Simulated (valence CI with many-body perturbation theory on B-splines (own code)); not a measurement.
# Zr³³⁺ in brief

Calculated by valence CI with perturbative core correlation (CI+MBPT): five valence electrons over a frozen Dirac-Fock core [He], radial functions for each j: 9 s, 9 p, 8 d, 6 f, 3 g, 1 h, with the one-electron correlation potential Σ1, the two-electron term Σ2, the three-electron term Σ3, Breit, model QED; selected CI, second order for the rest, scaled by the run's own slope (own B-spline code, finite nucleus).

The last digits are not significant, and no measured levels were compared; by estimate large intervals hold to a few tenths of a per cent, small ones and those within an open d or f shell to about a per cent. Among the levels kept, up to 5600 cm⁻¹ of a level comes from second order outside the variational space, and about a tenth of that is noise between levels of different J, which matters for small intervals.

Levels are named by their leading jj configuration (3d3/2^4 stands for four electrons in 3d with j = 3/2), which in mixed levels can hold well under half, so a name can repeat and another be missing.

Rates and lifetimes use the calculated energies. Strong lines usually hold to 10 to 20 %, long lifetimes can be off by a factor of two.

(1) What is the ground level?

(2) Among levels below 2641.7 eV, which E1 lines absorb most strongly from the ground level?

(3) What are the static dipole polarisabilities of the lowest levels?

(4) Name the longest-lived excited levels whose lifetime is computed, and their main decay.

(5) What is the ionisation energy?

## Answers

(1) (2s^2 2p1/2^2 2p3/2) J=3/2, composition 40 % 2s2.2p3 2P° + 39 % 2s2.2p3 4S° + 21 % 2s2.2p3 2D°, g = 1.468.

(2) to (2s^2 2p1/2^2 3d5/2) J=5/2 at 0.4926 nm, f = 0.400; to (2s^2 2p1/2 2p3/2 3d3/2) J=3/2 at 0.4756 nm, f = 0.390; to (2s^2 2p1/2 2p3/2 3d3/2) J=5/2 at 0.4758 nm, f = 0.347.

(3) (2s^2 2p1/2^2 2p3/2) J=3/2 0.00158 (tensor 0.00023); (2s^2 2p1/2 2p3/2^2) J=3/2 0.00187 (tensor 0.00013); (2s^2 2p1/2 2p3/2^2) J=5/2 0.00174 (tensor 0.00012) bohr³, of which the core gives 3.33e-06.

(4) (2s^2 2p1/2 2p3/2^2) J=5/2 at 93.1 eV lives 1.02 μs, mostly by M1 to (2s^2 2p1/2^2 2p3/2) J=3/2; (2s^2 2p1/2 2p3/2^2) J=1/2 at 112.6 eV lives 187 ns, mostly by M1 to (2s^2 2p1/2^2 2p3/2) J=3/2; (2s^2 2p1/2 2p3/2^2) J=3/2 at 78.2 eV lives 186 ns, mostly by M1 to (2s^2 2p1/2^2 2p3/2) J=3/2.

(5) 4296.1 eV; NIST lists 4300 ± 30 eV (semi-empirical).
